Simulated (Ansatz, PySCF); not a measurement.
Gas-phase reaction in SMILES: N[SiH2][N][SiH3] -> N[SiH2][N-][SiH3] (an electron is taken up)
Each molecule is optimised on its own at B3LYP-D3(BJ)/def2-TZVP (Ansatz, an electronic-structure program), one conformer each, not searched for the lowest. Frequencies are from Ansatz or PySCF.

Quantity: adiabatic electron affinity (0 K, with B3LYP-D3(BJ) harmonic zero-point energies), positive where the reaction releases energy, in eV. Cores are frozen in the correlated levels unless marked. Open shells are spin-unrestricted. Spin-orbit coupling is left out. Non-relativistic. Anions need diffuse functions: aug- sets have them; def2-D sets add few; the other sets have none. CBS(X,Y): correlation extrapolated as X^-3; Hartree-Fock from the larger set. The bracket is a focal-point correction in the basis named.

```tsv
level	program	adiabatic electron affinity (eV)
HF/STO-3G	Ansatz	-4.97
HF/aug-cc-pV(Q+d)Z	Ansatz	1.32
revPBE-D3(BJ)/def2-TZVPD	Ansatz + dftd3	2.72
r2SCAN/def2-TZVPD	Ansatz	2.71
CAM-B3LYP-D3(BJ)/def2-TZVPD	Ansatz + dftd3	2.79
CCSD/aug-cc-pV(D+d)Z	Ansatz	2.63
CCSD/aug-cc-pV(T+d)Z	Ansatz	2.77
CCSD/cc-pV(Q+d)Z	Ansatz	2.76
CCSD(T)/STO-3G	Ansatz	-4.33
RI-MP2/CBS(aug-cc-pV(T+d)Z,aug-cc-pV(Q+d)Z)+[CCSD(T)-MP2]/aug-cc-pV(T+d)Z	Ansatz	3.02
```
